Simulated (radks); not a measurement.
Question: Valence configurations of the holmium ion Ho3+ (all share [Xe]). Calculated with a radial shooting solver on a logarithmic mesh with Libxc functionals: scalar-relativistic Kohn-Sham, SCAN, spin-unpolarised, spherical densities, finite nucleus; meta-GGA in the generalised Kohn-Sham scheme; Fermi nuclear charge, rms radius 5.2022 fm. Order these by energy: 4f9 5d1; 4f8 6p2; 4f7 5d3; 4f8 5d1 6s1; 4f9 6p1; 4f7 6s1 6p2; 4f8 6s1 6p1; 4f10; 4f7 5d1 6s1 6p1; 4f8 6s2.

Answer: From the lowest, in eV above it: 4f10 0.000; 4f9 5d1 13.232; 4f9 6p1 22.356; 4f8 5d1 6s1 36.307; 4f8 6s2 40.841; 4f8 6s1 6p1 47.792; 4f8 6p2 54.481; 4f7 5d3 57.633; 4f7 5d1 6s1 6p1 75.950; 4f7 6s1 6p2 90.531. NIST lists [Xe] 4f10 as the ground configuration; this level of theory agrees among the configurations tried. The energies are those of spherical spin-averaged densities, not of single terms.
